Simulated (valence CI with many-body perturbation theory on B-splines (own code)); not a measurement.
## Ba²³⁺: E2, E3, M1, M2 decay

Method: relativistic CI+MBPT: five valence electrons over a frozen Dirac-Fock core [Ar] 3d10, a basis of 9 s, 9 p, 8 d, 6 f, 3 g, 1 h functions for each j, with the one-electron correlation potential Σ1 (screened to all orders), the two-electron term Σ2, the three-electron term Σ3, Breit, model QED; selected single and double excitations, second order for the rest (own B-spline code, finite nucleus).

No measured levels were compared; by estimate levels hold to about 250 cm⁻¹ or 0.2 % of their energy and the worst to 1 %, as in measured heavy ions of charge 2 to 7; those with d or f electrons hold less well. Among the levels kept, up to 270 cm⁻¹ of a level comes from second order outside the variational space, and about a tenth of that is noise between levels of different J, which matters for small intervals.

Lines 1 to 19 of 19 in falling wavelength, among levels below 1346900 cm⁻¹, chosen from the decays that carry over 1 % of a level's rate. Wavelengths and rates use the calculated energies, so an error of 2000 cm⁻¹ moves a line at 3731 Å by 7.5 % and its rate by three times that or more. Electric multipoles are in the length gauge, E1 and E2 with the static RPA response of the core. S is in atomic units (e²a₀⁴ for E2 and M2, e²a₀⁶ for E3), for M1 in squared Bohr magnetons. Weak lines are less certain than strong ones. Lines between different terms over intervals too small for the method are left out, as are lines whose strength nearly cancels.

Levels are named by their leading jj configuration (3d3/2^4 stands for four electrons in 3d with j = 3/2), which in mixed levels can hold well under half, so a name can repeat and another be missing. Letters in brackets count levels of one name in rising energy.

```csv
λ vac (Å),Upper,Lower,Type,A (s⁻¹),S (a.u.)
3731,(4s^2 4p1/2 4p3/2 4d5/2) J=9/2,(4s^2 4p1/2 4p3/2 4d5/2) J=7/2 [a],M1,4.37e+01,8.41e-01
2654,(4s^2 4p1/2 4p3/2 4d5/2) J=9/2,(4s^2 4p1/2 4p3/2 4d3/2) J=7/2,M1,8.41e+02,5.83e+00
1002,(4s^2 4p3/2^2 4d5/2) J=9/2,(4s^2 4p1/2 4p3/2 4d5/2) J=7/2 [b],M1,1.10e+04,4.09e+00
754.4,(4s^2 4p1/2 4p3/2 4d5/2) J=9/2,(4s^2 4p1/2^2 4d5/2) J=5/2,E2,9.77e+01,2.13e-01
734.2,(4s^2 4p1/2 4p3/2^2) J=3/2,(4s^2 4p1/2^2 4p3/2) J=3/2,M1,5.46e+04,3.20e+00
720.7,(4s^2 4p3/2^3) J=3/2,(4s^2 4p1/2 4p3/2^2) J=1/2,M1,1.39e+04,7.70e-01
644.1,(4s^2 4p3/2^2 4d5/2) J=9/2,(4s^2 4p1/2 4p3/2 4d5/2) J=9/2,M1,3.06e+04,3.03e+00
611.8,(4s^2 4p1/2 4p3/2^2) J=5/2,(4s^2 4p1/2^2 4p3/2) J=3/2,M1,1.04e+04,5.31e-01
611.8,(4s^2 4p1/2 4p3/2^2) J=5/2,(4s^2 4p1/2^2 4p3/2) J=3/2,E2,5.14e+02,2.36e-01
574.2,(4s^2 4p3/2^3) J=3/2,(4s^2 4p1/2 4p3/2^2) J=5/2,M1,2.43e+04,6.83e-01
549.3,(4s^2 4p3/2^2 4d5/2) J=9/2,(4s^2 4p1/2 4p3/2 4d5/2) J=7/2 [a],M1,2.17e+04,1.33e+00
518.3,(4s^2 4p3/2^2 4d5/2) J=9/2,(4s^2 4p1/2 4p3/2 4d3/2) J=7/2,M1,9.81e+03,5.06e-01
502.9,(4s^2 4p1/2 4p3/2^2) J=1/2,(4s^2 4p1/2^2 4p3/2) J=3/2,M1,5.59e+04,5.27e-01
502.9,(4s^2 4p1/2 4p3/2^2) J=1/2,(4s^2 4p1/2^2 4p3/2) J=3/2,E2,9.36e+02,5.38e-02
496.5,(4s^2 4p3/2^3) J=3/2,(4s^2 4p1/2 4p3/2^2) J=3/2,M1,1.13e+05,2.05e+00
279.4,(4s^2 4p1/2 4p3/2 4d5/2) J=9/2,(4s 4p1/2^2 4p3/2^2) J=5/2,E2,3.23e+02,4.90e-03
194.9,(4s^2 4p3/2^2 4d5/2) J=9/2,(4s 4p1/2^2 4p3/2^2) J=5/2,E2,2.53e+03,6.35e-03
130.2,(4s^2 4p1/2 4p3/2 4d5/2) J=9/2,(4s^2 4p1/2 4p3/2^2) J=5/2,M2,8.92e+02,2.98e-04
107.4,(4s^2 4p1/2 4p3/2 4d5/2) J=9/2,(4s^2 4p1/2^2 4p3/2) J=3/2,E3,3.29e+01,1.72e-01
```
